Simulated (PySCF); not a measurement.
PySCF input file for C2H3BO, SMILES C#CBO, TDA-PBE0/def2-SVPD. Geometry optimised at B3LYP-D3(BJ)/def2-SVP. One conformer was computed; it need not be the lowest.

```python
import numpy as np
from pyscf import gto, scf, dft, tdscf

mol = gto.M(
    atom='''
    B     0.52052966    0.67126516    0.00000000
    C     0.11458945   -0.80462836    0.00000000
    C    -0.15740857   -1.99178918    0.00000000
    H    -0.40503775   -3.03748807    0.00000000
    H     1.69129503    0.98008415    0.00000000
    O    -0.44311043    1.62025528    0.00000000
    H    -0.08710738    2.51754114    0.00000000
    ''',
    basis='def2-SVPD',
    charge=0,
    spin=0,
    symmetry=True,
    max_memory=1600,
    verbose=4,
)
mf = dft.RKS(mol, xc='pbe0').density_fit(auxbasis='def2-universal-jkfit')
mf.grids.level = 3
mf.conv_tol = 1e-9
mf.max_cycle = 100
mf.kernel()
mf.grids = dft.Grids(mol).set(level=1).build(with_non0tab=True)  # coarser grid for the response kernel
td = tdscf.TDA(mf)
td.singlet = True
td.nstates = 10
td.conv_tol = 1e-4
td.kernel(x0=td.get_init_guess(mf, 15))
td.analyze()
tt = tdscf.TDA(mf)
tt.singlet = False
tt.nstates = 4
tt.conv_tol = 1e-4
tt.kernel(x0=tt.get_init_guess(mf, 9))
tt.analyze(verbose=3)
```

Output:

```
PySCF version 2.14.0

[INPUT] verbose = 4
[INPUT] num. atoms = 7
[INPUT] num. electrons = 28
[INPUT] charge = 0
[INPUT] spin (= nelec alpha-beta = 2S) = 0
[INPUT] symmetry True subgroup None
[INPUT] Mole.unit = angstrom
[INPUT] Symbol           X                Y                Z      unit          X                Y                Z       unit  Magmom
[INPUT]  1 B      0.520529660000   0.671265160000   0.000000000000 AA    0.983658497113   1.268507309362   0.000000000000 Bohr   0.0
[INPUT]  2 C      0.114589450000  -0.804628360000   0.000000000000 AA    0.216542677265  -1.520527232458   0.000000000000 Bohr   0.0
[INPUT]  3 C     -0.157408570000  -1.991789180000   0.000000000000 AA   -0.297459086959  -3.763936048072   0.000000000000 Bohr   0.0
[INPUT]  4 H     -0.405037750000  -3.037488070000   0.000000000000 AA   -0.765410417610  -5.740020558934   0.000000000000 Bohr   0.0
[INPUT]  5 H      1.691295030000   0.980084150000   0.000000000000 AA    3.196084402538   1.852090622527   0.000000000000 Bohr   0.0
[INPUT]  6 O     -0.443110430000   1.620255280000   0.000000000000 AA   -0.837357355638   3.061838731080   0.000000000000 Bohr   0.0
[INPUT]  7 H     -0.087107380000   2.517541140000   0.000000000000 AA   -0.164609091628   4.757463261925   0.000000000000 Bohr   0.0

nuclear repulsion = 84.7671524255061
point group symmetry = Cs
symmetry origin: [2.69960876e-09 1.34980446e-09 0.00000000e+00]
symmetry axis x: [1.00000000e+00 3.00847773e-10 0.00000000e+00]
symmetry axis y: [-3.00847773e-10  1.00000000e+00  0.00000000e+00]
symmetry axis z: [0. 0. 1.]
num. orbitals of irrep A' = 76
num. orbitals of irrep A" = 31
number of shells = 45
number of NR pGTOs = 153
number of NR cGTOs = 107
basis = def2-SVPD
ecp = {}


******** <class 'pyscf.df.df_jk.DFSymAdaptedRKS'> ********
method = DFSymAdaptedRKS
initial guess = minao
damping factor = 0
level_shift factor = 0
DIIS = <class 'pyscf.scf.diis.CDIIS'>
diis_start_cycle = 1
diis_space = 8
diis_damp = 0
SCF conv_tol = 1e-09
SCF conv_tol_grad = None
SCF max_cycles = 100
direct_scf = False
XC library pyscf.dft.libxc version 7.1.2
    S. Lehtola, C. Steigemann, M. J. T. Oliveira, and M. A. L. Marques,  SoftwareX 7, 1–5 (2018)
XC functionals = pbe0
    C. Adamo and V. Barone,  J. Chem. Phys. 110, 6158 (1999)
    M. Ernzerhof and G. E. Scuseria,  J. Chem. Phys. 110, 5029 (1999)
radial grids:
    Treutler-Ahlrichs [JCP 102, 346 (1995); DOI:10.1063/1.469408] (M4) radial grids

becke partition: Becke, JCP 88, 2547 (1988); DOI:10.1063/1.454033
pruning grids: <function nwchem_prune>
grids dens level: 3
symmetrized grids: True
atomic radii adjust function: <function treutler_atomic_radii_adjust>
small_rho_cutoff = 0
Freeze 0 electrons in irreps []
    28 free electrons in irreps A' A"
Set gradient conv threshold to 3.16228e-05
Initial guess from minao.
tot grids = 85792
******** <class 'pyscf.df.df.DF'> ********
auxbasis = def2-universal-jkfit
init E= -178.026366492281
HOMO (A') = -0.338864652643291  LUMO (A") = -0.119167410426292  gap/eV = 5.97827
cycle= 1 E= -177.657142613312  delta_E= 0.369  |g|= 0.611  |ddm|= 6.94
HOMO (A") = -0.243047413757926  LUMO (A") = -0.0101215723653935  gap/eV = 6.33823
cycle= 2 E= -177.534554494769  delta_E= 0.123  |g|= 0.99  |ddm|=  1.6
HOMO (A') = -0.281262046330362  LUMO (A") = -0.0440415392945819  gap/eV = 6.45510
cycle= 3 E= -177.730951073915  delta_E= -0.196  |g|= 0.126  |ddm|= 0.899
HOMO (A') = -0.302981705754221  LUMO (A") = -0.0498937289517235  gap/eV = 6.88687
cycle= 4 E= -177.734279746908  delta_E= -0.00333  |g|= 0.0628  |ddm|= 0.203
HOMO (A') = -0.302060783374096  LUMO (A") = -0.0507686641411721  gap/eV = 6.83801
cycle= 5 E= -177.735166217838  delta_E= -0.000886  |g|= 0.0252  |ddm|= 0.082
HOMO (A') = -0.299073249874282  LUMO (A") = -0.0491370220341756  gap/eV = 6.80111
cycle= 6 E= -177.735328882082  delta_E= -0.000163  |g|= 0.00267  |ddm|= 0.0312
HOMO (A') = -0.299254909065755  LUMO (A") = -0.0489365359644744  gap/eV = 6.81151
cycle= 7 E= -177.735330780639  delta_E= -1.9e-06  |g|= 0.000558  |ddm|= 0.0069
HOMO (A') = -0.299273259376008  LUMO (A") = -0.0490119968003394  gap/eV = 6.80996
cycle= 8 E= -177.735330864637  delta_E= -8.4e-08  |g|= 7.28e-05  |ddm|= 0.00141
HOMO (A') = -0.299262827806909  LUMO (A") = -0.0489997773282653  gap/eV = 6.81000
cycle= 9 E= -177.735330866568  delta_E= -1.93e-09  |g|= 1.46e-05  |ddm|= 0.000242
HOMO (A') = -0.299264209903225  LUMO (A") = -0.0490007523364875  gap/eV = 6.81002
cycle= 10 E= -177.735330866656  delta_E= -8.79e-11  |g|= 3.54e-06  |ddm|= 3.4e-05
HOMO (A') = -0.299264731614335  LUMO (A") = -0.0490006792586653  gap/eV = 6.81003
Extra cycle  E= -177.73533086666  delta_E= -3.47e-12  |g|= 3.66e-06  |ddm|= 1.09e-05
converged SCF energy = -177.73533086666
tot grids = 28136


******** <class 'pyscf.tdscf.rks.TDA'> for <class 'pyscf.df.df_jk.DFSymAdaptedRKS'> ********
nstates = 10 singlet
deg_eia_thresh = 1.000e-03
wfnsym = None
conv_tol = 0.0001
eigh lindep = 1e-12
eigh level_shift = 0
eigh max_cycle = 100


Excitation energies (eV)
[4.92750962 5.89907764 6.59358656 6.74940405 7.50991783 8.00645413
 8.17954234 8.32257772 8.53951524 8.66231721]

** Singlet excitation energies and oscillator strengths **
Excited State   1:   A"      4.92751 eV    251.62 nm  f=0.0005
      14 -> 15       -0.70134
Excited State   2:   A'      5.89908 eV    210.18 nm  f=0.0492
      13 -> 15       -0.58184
      14 -> 16        0.31578
      14 -> 17       -0.21334
Excited State   3:   A"      6.59359 eV    188.04 nm  f=0.0033
      12 -> 15       -0.65679
      13 -> 16       -0.20812
      13 -> 17        0.12171
Excited State   4:   A"      6.74940 eV    183.70 nm  f=0.0000
      12 -> 15        0.24989
      13 -> 16       -0.56758
      13 -> 17        0.30185
      13 -> 18       -0.13720
Excited State   5:   A'      7.50992 eV    165.09 nm  f=0.1729
      12 -> 16       -0.14084
      13 -> 15       -0.18178
      14 -> 16       -0.57674
      14 -> 17       -0.32397
Excited State   6:   A"      8.00645 eV    154.86 nm  f=0.0113
      13 -> 16        0.34714
      13 -> 17        0.60250
Excited State   7:   A'      8.17954 eV    151.58 nm  f=0.0726
      12 -> 16       -0.39446
      14 -> 17        0.31666
      14 -> 18        0.47861
Excited State   8:   A'      8.32258 eV    148.97 nm  f=0.0183
      12 -> 16        0.54285
      14 -> 16       -0.13144
      14 -> 18        0.39876
Excited State   9:   A"      8.53952 eV    145.19 nm  f=0.0643
      13 -> 17        0.13939
      13 -> 18        0.67866
Excited State  10:   A'      8.66232 eV    143.13 nm  f=0.4127
      11 -> 15        0.19625
      13 -> 15       -0.24325
      13 -> 20        0.40054
      13 -> 22       -0.13942
      14 -> 17        0.34505
      14 -> 18       -0.24950

** Transition electric dipole moments (AU) **
state          X           Y           Z        Dip. S.      Osc.
  1         0.0000     -0.0000     -0.0666      0.0044      0.0005
  2         0.0864      0.5768      0.0000      0.3402      0.0492
  3         0.0000      0.0000     -0.1436      0.0206      0.0033
  4         0.0000      0.0000      0.0137      0.0002      0.0000
  5         0.0286      0.9691      0.0000      0.9399      0.1729
  6        -0.0000     -0.0000      0.2398      0.0575      0.0113
  7         0.5634      0.2117     -0.0000      0.3622      0.0726
  8         0.1285      0.2705      0.0000      0.0897      0.0183
  9        -0.0000     -0.0000      0.5544      0.3073      0.0643
 10         0.2216      1.3767      0.0000      1.9445      0.4127

** Transition velocity dipole moments (imaginary part, AU) **
state          X           Y           Z        Dip. S.      Osc.
  1         0.0000     -0.0000     -0.0017      0.0000      0.0000
  2         0.0098      0.0413      0.0000      0.0018      0.0055
  3         0.0000      0.0000     -0.0423      0.0018      0.0049
  4        -0.0000      0.0000      0.0161      0.0003      0.0007
  5        -0.0206      0.1644      0.0000      0.0274      0.0663
  6        -0.0000     -0.0000      0.0709      0.0050      0.0114
  7         0.1407      0.0283     -0.0000      0.0206      0.0457
  8         0.0695      0.0276     -0.0000      0.0056      0.0122
  9         0.0000      0.0000      0.1829      0.0334      0.0710
 10         0.0487      0.2445      0.0000      0.0621      0.1302

** Transition magnetic dipole moments (imaginary part, AU) **
state          X           Y           Z
  1         0.0510     -0.4917     -0.0000
  2        -0.0000      0.0000     -0.0352
  3         0.1908     -0.8918     -0.0000
  4        -0.2653      0.2512      0.0000
  5        -0.0000      0.0000     -0.1331
  6         0.4741     -0.0052     -0.0000
  7         0.0000      0.0000     -1.0613
  8         0.0000      0.0000      0.1073
  9         0.4470     -0.0332      0.0000
 10        -0.0000      0.0000     -0.2036


******** <class 'pyscf.tdscf.rks.TDA'> for <class 'pyscf.df.df_jk.DFSymAdaptedRKS'> ********
nstates = 4 triplet
deg_eia_thresh = 1.000e-03
wfnsym = None
conv_tol = 0.0001
eigh lindep = 1e-12
eigh level_shift = 0
eigh max_cycle = 100


Excitation energies (eV)
[4.32235882 4.50317923 5.37309579 5.97914208]

** Triplet excitation energies and oscillator strengths **
Excited State   1:   A'      4.32236 eV    286.84 nm  f=0.0000
Excited State   2:   A"      4.50318 eV    275.33 nm  f=0.0000
Excited State   3:   A'      5.37310 eV    230.75 nm  f=0.0000
Excited State   4:   A"      5.97914 eV    207.36 nm  f=0.0000
```

The run converged.

Cost: roughly 23 core-seconds.
